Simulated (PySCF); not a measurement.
A structure optimised at PBE-D3(BJ)/def2-SVP, used in a PySCF frequency run:

```
C
H 1 1.1112
H 1 1.1117 2 106.74
C 1 1.4587 2 111.01 3 -120.13
C 4 1.2216 3 150.15 1 -178.04
H 5 1.0810 3 161.26 1 -179.56
C 1 1.5345 2 108.11 3 115.13
H 7 1.1052 1 111.71 2 179.36
Cl 7 1.7926 8 106.55 1 121.65
Cl 7 1.7990 8 106.74 1 -119.55
```

Write its SMILES and formula.

C#CCC(Cl)Cl, C4H4Cl2

What are its rotational constants (standard atomic weights)?

3.5331, 1.4325, 1.0574 GHz
